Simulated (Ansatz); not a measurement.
C₂H₆OSi, SMILES `C1OC[SiH2]1`. Total charge 0; spin multiplicity 1.

Cartesian coordinates in Å:
```
C -0.610 -0.558 0.914
O 0.116 0.662 1.173
C 0.789 0.944 -0.071
Si -0.199 -0.423 -0.929
H -0.162 -1.404 1.448
H -1.652 -0.459 1.231
H 1.869 0.776 0.019
H 0.623 1.982 -0.370
H -1.303 0.018 -1.823
H 0.530 -1.538 -1.592
```

Q: Give the diagnostics of a CCSD(T)/def2-TZVPP run (frozen core, Ansatz). (Estimate.)

A: The calculation gave: T1 = 0.0116, largest single amplitude 0.014, largest double 0.018, (T) share of the correlation energy 3.9 %, 10 CCSD cycles. The RHF solution is stable towards an unrestricted one. T1 lies under the customary mark of 0.02 for closed shells.
